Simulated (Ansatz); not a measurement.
`N[SiH2]C[SeH]` + silanol → `N[SiH2]O[SiH3]` + `C[SeH]`  (ligand exchange at the Si–C bond)

Program: Ansatz. Geometries: PBE0-D4/def2-TZVP. ΔE: electronic, gas phase. CCSD(T)/CBS adds triple-zeta CCSD(T) − MP2 to the extrapolated MP2 energy (def2 sets, frozen cores). DFT in def2-TZVPP. B3LYP here is the variant with VWN-RPA as its local correlation; programs differ in this. For Se outer-core shells are correlated without core-valence functions, which leaves a few kJ/mol of doubt a bond. Scalar relativity is left out up to krypton. Each species was taken in one conformer, which may not be the lowest.

```tsv
level	ΔE (kJ/mol)	difference from CCSD(T)/CBS
PBE-D4	-106.9	12.0
r2SCAN-D4	-119.8	-0.9
PBE0-D4	-112.7	6.2
B3LYP-D4	-123.9	-5.0
ωB97M-V	-119.6	-0.7
r2SCAN	-120.5	-1.6
PBE0	-115.6	3.3
B3LYP	-129.7	-10.8
HF/def2-TZVPP	-148.3	-29.4
MP2/def2-TZVPP	-119.3	-0.4
SCS-MP2/def2-TZVPP	-125.2	-6.3
CCSD/def2-TZVPP	-124.5	-5.6
MP2/def2-QZVPP	-119.2	-0.3
HF/CBS(def2)	-151.0	-32.1
MP2/CBS(def2)	-117.8	1.1
CCSD/CBS(def2)	-123.0	-4.1
CCSD(T)/CBS	-118.9	0
```

Largest T1 diagnostic among the species: 0.011.

In def2-TZVPP, CCSD(T) changes the Hartree–Fock value by +27.9 kJ/mol (the triples alone add +4.1 kJ/mol) and MP2 by +29.0 kJ/mol. From PBE to PBE0 (25 % exact exchange), in def2-TZVPP and without D4, ΔE moves by −5.2 kJ/mol. The D4 term adds +5.8 kJ/mol with B3LYP and +3.0 kJ/mol with PBE0; it sums over pairs of atoms, weighted by their polarisabilities, and B3LYP, whose exchange is more repulsive, gets the larger term.
